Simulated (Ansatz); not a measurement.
Relaxation of Cl2FGeHO (6 atoms, charge 0, multiplicity 1), to a largest force component of 0.02 eV/Å in at most 40 steps.

The calculation used RHF/def2-SVP (Ansatz).

```xyz
6
Properties=species:S:1:pos:R:3:forces:R:3
Ge 0.000 0.000 0.000 -1.92 0.11 0.48
O 0.000 0.000 1.770 -2.75 -0.93 -0.61
H -0.909 -0.281 2.107 2.76 0.85 -0.75
F 1.584 0.000 -0.559 0.24 0.02 -0.07
Cl -1.046 1.812 -0.739 0.86 -1.42 0.46
Cl -1.046 -1.812 -0.739 0.81 1.37 0.49
```

Where does it end, and by what steps?

The run converged. After 5 steps the energy has fallen by 0.352 eV; H3 moved furthest, 0.13 Å.

```csv
step,energy less start (eV),largest force component (eV/Å),accepted
0,0.0000,2.759,yes
1,-0.3150,0.853,yes
2,-0.3374,0.361,yes
3,-0.3480,0.335,yes
4,-0.3518,0.142,yes
5,-0.3524,0.003,yes
```

```xyz
6
Properties=species:S:1:pos:R:3
Ge -0.076 -0.003 -0.004
O -0.039 -0.019 1.716
H -0.818 -0.267 2.192
F 1.542 0.005 -0.505
Cl -1.006 1.736 -0.775
Cl -1.019 -1.735 -0.785
```

Time of the run: 19 s on 1 thread of Arm Neoverse V2, on a shared host, peak memory 0.22 GiB.
